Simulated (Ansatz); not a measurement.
Mulliken charges of `F[Si]([SeH])([SeH])[SeH]` from r2SCAN/def2-TZVPP in Ansatz (PBE0-D4/def2-TZVP geometry).

```csv
atom,x (Å),y (Å),z (Å),charge (e)
F1,1.337,-1.745,-0.356,-0.296
Si2,0.467,-0.457,0.006,0.547
Se3,1.578,0.437,1.769,-0.158
Se4,0.433,0.717,-1.933,-0.158
Se5,-1.612,-0.966,0.723,-0.155
H6,0.658,1.581,1.815,0.070
H7,-0.656,1.570,-1.439,0.074
H8,-2.113,-1.193,-0.641,0.076
```

Problem. By hand: the dipole of these point charges (1 e Å = 4.8032 D).

Solution. Σ q r = (-0.371, 0.370, -0.006) e Å, of length 0.524 e Å = 2.52 D.

Problem. How does the dipole of the full density compare? (Estimate.)

Solution. The calculation gave: (-0.297, 0.284, -0.037) e Å, 1.98 D; the point charges give 1.27 times that, at 5° from its direction.

Point charges leave out the atoms' own dipoles, such as those of lone pairs, and Mulliken's split depends on the basis, so the two needn't agree.
